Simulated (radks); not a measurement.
Results of a calculation; reference values are marked as such.
Task: Spherical quantum dot in the effective-mass picture: electrons in a well V = -V0 / (1 + exp((r - R)/a)) with V0 = 4.7, R = 5.33, a = 0.34, with a point charge +1 (a donor) at the centre, all in effective atomic units (hartree* = m*/eps^2 hartree, bohr* = eps/m* bohr), one dielectric constant everywhere. Level of theory: non-relativistic Kohn-Sham, exchange-only LDA, spin-polarised, spherical densities (a radial shooting solver with Libxc functionals). Levels are named by radial order and angular momentum (1s, 1p, 1d, 2s, ...), and open shells are averaged over m. Results are scaled to m* = 0.092 and eps = 13.7, for which hartree* = 13.34 meV and bohr* = 7.88 nm. At N = 1 the configuration is 1s(up 1, down 0). Does electron 2 go into 1p up or 1s down?

Result: Into 1s down. The total energies of the other choices lie higher by 3.31 meV (1p up).
